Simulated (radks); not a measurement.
Values are calculated unless marked as measured or tabulated.
Problem. The aluminium ion Al7+ is in [He] 2s2 2p(1/2: 2, 3/2: 0). Code: a radial shooting solver on a logarithmic mesh with Libxc functionals. Model: Dirac Kohn-Sham, BLYP, spin-unpolarised, spherical densities, finite nucleus; Fermi nuclear charge, rms radius of each element as measured or else 0.836 A^(1/3) + 0.57 fm. Sub-shells are occupied by j as written (lower j first in brackets). One electron is removed from 1s1/2, 2p1/2, 2s1/2 in turn, with full relaxation. Which removal costs least, and what does each cost?

Solution. 2p1/2 282.82 eV; 2s1/2 311.55 eV; 1s1/2 1838.3 eV. The 2p1/2 electron leaves first.
